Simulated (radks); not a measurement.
Values are calculated unless marked as measured or tabulated.
Species: the antimony ion Sb2+. Configuration: [Kr] 4d9 5s2 5p2 (not the ground configuration).

Code: a radial shooting solver on a logarithmic mesh with Libxc functionals. Model: scalar-relativistic Kohn-Sham, LDA (Slater exchange, Perdew-Wang correlation), spin-polarised, spherical densities, finite nucleus; open shells are filled with parallel spins first (spin-orbit coupling, left out, can overturn this in heavy ions); Fermi nuclear charge, rms radius 4.6802 fm.

Energy parts (eV):
total: -176157.491
kinetic: 184188.731
electron-nucleus: -424929.732
Hartree: 69036.055
exchange-correlation: -4452.545

Orbitals (lengths in bohr, moments of r in powers of bohr):
orbital  occ.  eigenvalue (eV)      <r>
1s up       1        -30296.35  0.02845
1s down     1        -30296.26  0.02845
2s up       1        -4635.107   0.1227
2s down     1        -4634.774   0.1227
2p up       3        -4166.674   0.1072
2p down     3        -4166.380   0.1072
3s up       1        -930.3092   0.3311
3s down     1        -930.0402   0.3310
3p up       3        -777.5902   0.3291
3p down     3        -777.2997   0.3291
3d up       5        -543.8633   0.3056
3d down     5        -543.5103   0.3055
4s up       1        -175.1733   0.7870
4s down     1        -174.1019   0.7867
4p up       3        -127.9848   0.8457
4p down     3        -126.8986   0.8453
4d up       5         -59.0379    1.003
4d down     4         -57.8884    1.000
5s up       1         -33.0012    2.009
5s down     1         -31.3524    2.012
5p up       2         -22.8893    2.362
5p down     0         -21.2833    2.390

The highest occupied level is 5p up at -22.889 eV. The density falls to 0.001 e/bohr^3 at r = 3.95 bohr.
